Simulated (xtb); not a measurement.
C7H15N2 (SMILES C[CH]NC(C)=NC(C)C), doublet, geometry from GFN2-xTB. Base run: GFN2-xTB (xtb).

Here is a job for xtb.
```
$ xtb mol.xyz --gfn 2 --uhf 1 --json

# file mol.xyz
24

C     -3.42005593    -1.59776288     0.17650524
C     -2.00634910    -1.16044827     0.15490569
N     -1.68945754     0.15737295     0.05938301
C     -0.42684669     0.66714745    -0.05503179
C     -0.35771628     2.17869080    -0.11380270
N      0.54968540    -0.16121517    -0.11342333
C      1.91686145     0.26343604    -0.21423436
C      2.54775746     0.27864727     1.18368317
C      2.65036474    -0.73425151    -1.11230001
H     -4.07846862    -0.77732044     0.46145898
H     -3.74902579    -1.96570758    -0.80299394
H     -3.55844674    -2.41535148     0.88450225
H     -1.18782910    -1.84865105     0.08833311
H     -2.45764824     0.81457998     0.09124210
H      0.30478606     2.55832315     0.66234375
H     -1.34113487     2.62317347     0.02131315
H      0.03719562     2.49812053    -1.07825086
H      2.01764096     1.27174004    -0.65303333
H      2.46033121    -0.70777074     1.63151180
H      3.59875837     0.55088648     1.12128289
H      2.03649917     0.99335249     1.82534593
H      3.70365877    -0.47485828    -1.18881258
H      2.55580081    -1.73353202    -0.69700622
H      2.21219313    -0.73284238    -2.10730593
```

The base run was repeated with changes; each row names its change, and settings that it needs were set with it.

```tsv
change	ΔE vs base (kcal/mol)	dipole (D)	SCF cycles
base	0.000	2.97	10
acc = 30	0.000	2.97	8
alpb = toluene	-8.17	3.24	11
acc = 1000	0.075	3.01	5
```

ALPB and GBSA are two models with their own fitted parameters for each solvent, which aren't always the measured dielectric constant.
